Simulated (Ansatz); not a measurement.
Ansatz results at the PBE0-D4/def2-TZVP geometry: HOMO energy (ωB97M-V/def2-TZVPP) -9.86 eV; HOMO–LUMO gap (PBE/def2-TZVPP) 4.56 eV; size of the dipole moment (PBE/def2-TZVPP) 1.54 D.

Each molecule was computed in one conformer, which needn't be the lowest.

Which molecule gave them?
A. `C[BH][Ga]([NH2])[OH]`
B. `O=C=NP`
C. `OC(O)(F)CF`
D. `[SiH3][CH2][AlH][S][SiH3]`

D. The others give `O=C=NP`: -9.65, 4.94, 2.07; `OC(O)(F)CF`: -11.82, 7.76, 0.96; `C[BH][Ga]([NH2])[OH]`: -9.44, 2.86, 1.91.
